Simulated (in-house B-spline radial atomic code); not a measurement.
A fraction x of an electron is removed from 4f in the promethium ion Pm⁵⁺, starting from [Kr] 4d10 4f3 5s2 5p5 and keeping the highest spin. Computed with a radial B-spline atomic code at the basis-set limit: scalar-relativistic (X2C) PBE, spin-polarised, spherical fractional occupations, Fermi nucleus of rms radius 4.962 fm.

| x | E(x) - E(0) (eV) | 4f up level (eV) |
| --- | --- | --- |
| 0 | 0.0000 | -67.867 |
| 0.03 | 2.0456 | -68.506 |
| 0.23 | 16.1760 | -72.811 |
| 0.34 | 24.3169 | -75.210 |
| 0.42 | 30.4040 | -76.970 |
| 0.5 | ? | ? |
| 0.51 | ? | ? |
| 0.66 | 49.5166 | -82.319 |
| 0.85 | 65.5655 | -86.628 |
| 0.97 | 76.1258 | -89.382 |
| 1 | 78.8177 | -90.074 |

Problem. What belongs in the row x = 0.5?

Solution. An energy change of 36.6324 eV; 4f up at -78.741 eV.

Problem. What belongs in the row x = 0.51?

Solution. An energy change of 37.4209 eV; 4f up at -78.963 eV.

Problem. Check Janak's theorem between x = 0.03 and 0.23.

Solution. The slope of the energy is 70.65 eV; the orbital levels give 70.66 eV (-ε of the emptying orbital, averaged over the two points).
